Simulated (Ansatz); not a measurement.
A nudged elastic band was laid between two geometries of AlH5O2Si (9 atoms, charge 0, multiplicity 1).

Method: RKS r2SCAN-D4/6-31G* in Ansatz.

```
movable images  : 7
climbing image  : yes
spring          : 5.0 eV/Å²
optimiser       : quadratic models (default)
start path      : IDPP
force threshold : 0.2 eV/Å
iteration limit : 57
end points      : relaxed
```

Image 0:

```xyz
9
Properties=species:S:1:pos:R:3
O -1.056 2.185 -0.439
Al -0.264 1.228 0.747
Si 0.364 -1.116 0.279
O 0.299 -1.545 -1.348
H -1.305 1.804 -1.290
H 0.000 1.981 2.125
H 1.704 -1.442 0.876
H -0.603 -2.043 0.938
H 0.950 -1.099 -1.906
```

Image 8:

```xyz
9
Properties=species:S:1:pos:R:3
O -0.711 2.177 -0.421
Al -0.273 1.239 0.950
Si 0.358 -1.027 0.269
O 0.114 -0.854 -1.394
H -0.654 1.700 -1.262
H -0.339 1.942 2.373
H 1.771 -1.439 0.570
H -0.476 -2.144 0.828
H 0.299 -1.640 -1.929
```

**Question.** What changes between the two ends?

**Answer.** No bond is made or broken. The dihedral H7–Si3–O4–H9 goes from -60 to 58°.

**Question.** Give the energies along the band, and the barrier.

**Answer.** The forces met the threshold. The highest image is number 3 of 0 to 8, 0.2 kcal/mol above the first end and 2.0 kcal/mol above the last; the last end lies 1.8 kcal/mol below the first. The threshold of 0.2 eV/Å is loose, so the images may lie well off the minimum-energy path. Another band between the same ends (7 images) ends at a top of the same energy, where a vibrational analysis finds 1 clearly imaginary mode.

```
image  path coordinate (Å)  energy (kcal/mol)  dihedral H7–Si3–O4–H9 (°)
    0                 0.00                0.0                        -60
    1                 0.18                0.0                        -56
    2                 0.37                0.1                        -42
    3                 0.55                0.2                        -24
    4                 0.84               -0.3                          6
    5                 1.12               -1.2                         34
    6                 1.40               -1.6                         52
    7                 1.69               -1.7                         58
    8                 1.97               -1.8                         58
```

**Question.** What is the geometry of the highest image?

**Answer.** 
```xyz
9
Properties=species:S:1:pos:R:3:forces:R:3
O -0.973 2.222 -0.404 0.03 -0.05 0.05
Al -0.293 1.232 0.829 -0.03 0.05 -0.04
Si 0.320 -1.084 0.255 0.02 -0.04 -0.01
O 0.134 -1.362 -1.398 -0.03 0.02 0.03
H -1.123 1.825 -1.272 0.00 0.01 0.00
H -0.115 1.946 2.241 0.00 0.00 0.00
H 1.725 -1.418 0.676 0.00 0.01 0.00
H -0.540 -2.083 0.962 -0.01 0.01 0.00
H 0.953 -1.325 -1.906 0.03 0.00 -0.02
```

The band took 9 iterations and roughly 3 core-minutes.

Time of the run: 3.4 min on 1 thread of Intel(R) Xeon(R) Platinum 8488C (Sapphire Rapids), with other jobs on the host, peak memory 0.15 GiB.
